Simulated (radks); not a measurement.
Spherical quantum dot in the effective-mass picture: electrons in a hard-walled sphere of radius 3.28, all in effective atomic units (hartree* = m*/eps^2 hartree, bohr* = eps/m* bohr), one dielectric constant everywhere. Method: non-relativistic Kohn-Sham, PBE, spin-polarised, spherical densities; computed with a radial shooting solver with Libxc functionals. Levels are named by radial order and angular momentum (1s, 1p, 1d, 2s, ...), and open shells are averaged over m. Results are scaled to m* = 0.03 and eps = 9.5, for which hartree* = 9.045 meV and bohr* = 16.76 nm. Each electron was tried in the lowest free levels, single moves between levels near the top were tried too, and the lowest total energy was kept; such a search can miss a lower state. At N = 1 the Hartree and exchange-correlation terms need not cancel, so that row can carry a self-interaction error.

\begin{tabular}{lrrrrrr}
N & open shells & 2S & E (meV) & mu = E(N) - E(N-1) (meV) & addition energy mu(N+1) - mu(N) (meV) & rms radius (nm) \\ \hline
1 & 1s(up 1, down 0) & 1 & 4.15354 & 4.1535 & 4.455 & 29.38 \\
2 & none & 0 & 12.7620 & 8.6084 & 7.224 & 30.60 \\
3 & 1p(up 1, down 0) & 1 & 28.5943 & 15.832 & 3.435 & 32.52 \\
4 & 1p(up 2, down 0) & 2 & 47.8614 & 19.267 & 3.531 & 33.59 \\
5 & 1p(up 3, down 0) & 3 & 70.6594 & 22.798 & 4.557 & 34.33 \\
6 & 1p(up 3, down 1) & 2 & 98.0146 & 27.355 & 3.334 & 34.93 \\
7 & 1p(up 3, down 2) & 1 & 128.704 & 30.689 & 3.428 & 35.41 \\
8 & none & 0 & 162.821 & 34.117 & 7.926 & 35.82 \\
9 & 1d(up 1, down 0) & 1 & 204.865 & 42.044 & 3.332 & 36.33 \\
10 & 1d(up 2, down 0) & 2 & 250.240 & 45.375 & 3.353 & 36.76 \\
11 & 1d(up 3, down 0) & 3 & 298.968 & 48.728 & 3.363 & 37.13 \\
12 & 1d(up 4, down 0) & 4 & 351.060 & 52.091 & 3.369 & 37.45 \\
13 & 1d(up 5, down 0) & 5 & 406.520 & 55.460 & 4.307 & 37.74 \\
14 & 1d(up 5, down 1) & 4 & 466.286 & 59.767 & 3.274 & 38.00 \\
15 & 1d(up 5, down 2) & 3 & 529.328 & 63.041 & 3.296 & 38.23 \\
16 & 1d(up 5, down 3) & 2 & 595.665 & 66.338 & 3.309 & 38.45 \\
17 & 1d(up 5, down 4) & 1 & 665.312 & 69.647 & 3.317 & 38.65 \\
18 & none & 0 & 738.275 & 72.963 & 8.693 & 38.83 \\
19 & 1f(up 1, down 0) & 1 & 819.931 & 81.656 & 3.253 & 39.04 \\
20 & 1f(up 2, down 0) & 2 & 904.840 & 84.909 & 3.258 & 39.24 \\
21 & 1f(up 3, down 0) & 3 & 993.007 & 88.167 & 3.262 & 39.42 \\
22 & 1f(up 4, down 0) & 4 & 1084.44 & 91.429 & 3.264 & 39.59 \\
23 & 1f(up 5, down 0) & 5 & 1179.13 & 94.693 & 3.265 & 39.75 \\
24 & 1f(up 6, down 0) & 6 & 1277.09 & 97.958 & 3.266 & 39.90 \\
25 & 1f(up 7, down 0) & 7 & 1378.31 & 101.22 & 4.147 & 40.04 \\
26 & 1f(up 7, down 1) & 6 & 1483.68 & 105.37 & 3.217 & 40.17 \\
27 & 1f(up 7, down 2) & 5 & 1592.27 & 108.59 & 3.223 & 40.30 \\
28 & 1f(up 7, down 3) & 4 & 1704.08 & 111.81 & 3.227 & 40.42 \\
29 & 1f(up 7, down 4) & 3 & 1819.12 & 115.04 & 3.230 & 40.53 \\
30 & 1f(up 7, down 5) & 2 & 1937.39 & 118.27 & - & 40.64 \\
\end{tabular}

All shells are closed at N = 2, 8, 18 (there: 1s2 1p6 1d10); the second difference of the energy has clear peaks (12 % above both neighbours; the first and last values, which can be the largest, are not judged, and half-filled shells can peak too) at N = 2, 5, 8, 13, 18, 25.
